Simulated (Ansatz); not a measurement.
`[F][Ti]([F])([SH])[SH]` and `[F][Ti]([SH])([SH])[SH]` differ in one atom or group.

Ansatz, PBE0-D4/def2-TZVP geometries, multiplicity 1. Each molecule was computed in one conformer, which needn't be the lowest.

Scalar relativity is left out up to krypton.

```csv
property,`[F][Ti]([F])([SH])[SH]`
LUMO energy (PBE/def2-TZVPP) / eV,-4.09
size of the dipole moment (ωB97M-V/def2-TZVPP) / D,1.05
HOMO–LUMO gap (PBE/def2-TZVPP) / eV,2.59
HOMO energy (ωB97M-V/def2-TZVPP) / eV,-9.96
HOMO energy (PBE0/def2-TZVPP) / eV,-7.88
size of the dipole moment (B3LYP/def2-TZVPP) / D,1.19
```

Task: What does the change do to each property? (Estimate.)

Result: Computed: 
```
                                          property  `[F][Ti]([SH])([SH])[SH]`  shift
                 LUMO energy (PBE/def2-TZVPP) / eV                      -3.82   0.27
size of the dipole moment (ωB97M-V/def2-TZVPP) / D                       0.94  -0.11
               HOMO–LUMO gap (PBE/def2-TZVPP) / eV                       2.92   0.33
             HOMO energy (ωB97M-V/def2-TZVPP) / eV                     -10.01  -0.05
                HOMO energy (PBE0/def2-TZVPP) / eV                      -7.91  -0.03
  size of the dipole moment (B3LYP/def2-TZVPP) / D                       0.84  -0.35
```

Dipoles are sizes alone; their direction can turn.

B3LYP here is the variant with VWN-RPA as its local correlation; programs differ in this.
